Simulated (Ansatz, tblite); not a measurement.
(KH)n: gap (eV) at several levels, gas phase, relaxed structures; Ansatz, xTB through tblite. Clusters are the lowest isomers that short searches found in that spin, judged at the geometry's level. A dash marks a value that wasn't run or was left out as unsound. The structures are stationary points that may keep the symmetry of their start.

```tsv
species	state	geometry	GFN1-xTB	PBE-D4/def2-SVP	PBE-D4/def2-TZVP	r2SCAN-D4/def2-TZVP	B97M-V/def2-TZVP	PBE0-D4/def2-SVP
(KH)2 ring (K2H2)	singlet	PBE0-D4/def2-TZVP	4.98	2.20	2.29	3.14	–	3.65
(KH)3 ring (K3H3)	singlet	r2SCAN-D4/def2-TZVP	4.72	2.86	2.91	3.78	3.33	4.30
(KH)4 cube (K4H4)	singlet	PBE0-D4/def2-SVP	6.21	2.94	3.00	3.80	3.43	4.38
(KH)4 ring (K4H4)	singlet	PBE-D4/def2-SVP	4.76	2.83	2.89	3.69	3.30	4.29
K5H5	singlet	PBE-D4/def2-SVP	4.76	2.43	2.50	3.25	2.87	3.86
```

Over the 4 species that have every level, the mean is 5.11 at GFN1-xTB, 2.76 at PBE-D4/def2-SVP, 2.82 at PBE-D4/def2-TZVP, 3.63 at r2SCAN-D4/def2-TZVP, 3.23 at B97M-V/def2-TZVP, 4.21 at PBE0-D4/def2-SVP. Orbital gaps grow with the share of exact exchange and aren't one observable across functionals.
